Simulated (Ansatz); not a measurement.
The first iterations of a band of CH4BFSi (8 atoms, charge 0, multiplicity 1).

All numbers below come from RKS PBE-D4/def2-SVP in Ansatz.

```json
{"movable images": "7", "climbing image": "yes", "spring": "5.0 eV/Å²", "optimiser": "quadratic models (default)", "start path": "through a guess of the saddle point", "force threshold": "0.05 eV/Å", "iteration limit": "60", "end points": "relaxed"}
```

Image 0:

```xyz
8
Properties=species:S:1:pos:R:3
F -0.931 1.776 0.565
B -0.210 1.356 -0.495
C 0.329 -0.080 -0.556
Si 0.058 -1.244 0.702
H -0.022 2.180 -1.378
H 0.917 -0.400 -1.433
H -0.721 -0.938 1.940
H 0.579 -2.649 0.656
```

Image 8:

```xyz
8
Properties=species:S:1:pos:R:3
F -0.074 2.267 -1.346
B -0.244 1.318 -0.407
C 0.346 -0.083 -0.586
Si 0.070 -1.239 0.675
H -0.890 1.641 0.582
H 0.929 -0.360 -1.482
H -0.713 -0.893 1.901
H 0.575 -2.650 0.662
```

| iteration | highest image above the first end (eV) | largest band force component (eV/Å) |
| --- | --- | --- |
| 1 | 9.481 | 38.338 |
| 2 | 1.613 | 6.938 |

Problem. Does the band converge within its limit, and where does its top end?

Solution. It converged. It ended after 8 iterations with the highest image 0.358 eV above the first end. A vibrational analysis at the climbing image gives one clearly imaginary mode, 258i cm⁻¹: a first-order saddle point.

The run took 96 s on 1 thread of Arm Neoverse V2 (shared host), peak memory 0.14 GiB.
